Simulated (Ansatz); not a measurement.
The cluster ScAlN₂, relaxed as a triplet with UKS PBE0-D4/def2-TZVP in Ansatz, starting from the PBE0-D4/def2-TZVP geometry of the neutral singlet. Force threshold 0.02 eV/Å.

The relaxation made no stability test and no search for a lower SCF solution. The structure comes from a short search, and lower isomers may exist.

Start:

```xyz
4

Al   -0.162    0.457   -1.050
Sc    0.177   -0.502    1.153
N    -0.986   -0.899   -0.302
N     0.970    0.943    0.199
```

Q: Estimate the energy that the relaxation releases and the steps that it takes.

A: 12.6 kcal/mol, in 5 steps; 13 s on 4 threads of Arm Neoverse V2 on a shared host. No frequencies were taken in this run, so the end may be a saddle point.

Q: Does the start keep its bonding and symmetry?

A: By distances, no bond broke or formed. The bond that changes most is Al1–N3, from 1.75 to 1.81 Å (atoms count from 1). Point group C2v at the start, C2v at the end, both within 0.05 Å.

Q: Predict the relaxed structure.

A: 
```xyz
4

Al   -0.186    0.526   -1.206
Sc    0.192   -0.544    1.250
N    -0.897   -0.833   -0.251
N     0.891    0.851    0.207
```
Bond lengths (bridged metal pairs left out): 2 × N–Sc 1.88 Å; 2 × Al–N 1.81 Å.
